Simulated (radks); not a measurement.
Effect of the nuclear size on the cerium ion Ce+, [Xe] 4f1 5d2. All-electron calculation, Dirac Kohn-Sham, PBE, spin-unpolarised, spherical densities, finite nucleus; open shells fill j = l - 1/2 first; Fermi nuclear charge, rms radius 4.8771 fm. Program: a radial shooting solver on a logarithmic mesh with Libxc functionals. The rms radius is varied about that value; shifts are against it.

rms radius (fm),total energy shift (eV),density at nucleus (e/bohr^3),1s1/2 shift (meV),2s1/2 shift (meV),5s1/2 shift (meV),5p1/2 shift (meV),6s1/2 (empty) shift (meV)
4.3699,-2.06,3.917e+05,-856,-105,-0.836,0.040,-0.108
4.4967,-1.56,3.894e+05,-649,-79.3,-0.634,0.030,-0.082
4.8771,0,3.829e+05,0.000,0.000,0.000,0.000,0.000
5.3453,2.06,3.757e+05,855,105,0.836,-0.040,0.108
5.5794,3.14,3.724e+05,1310,160,1.28,-0.060,0.165

Slopes of the eigenvalues against <r^2> in GHz/fm^2, as finite differences over the two radii next to the reference (eigenvalue slopes, not the field-shift constants of lines): 1s1/2 43500, 2s1/2 5330, 5s1/2 42.6, 5p1/2 -2.02, 6s1/2 (empty) 5.50.
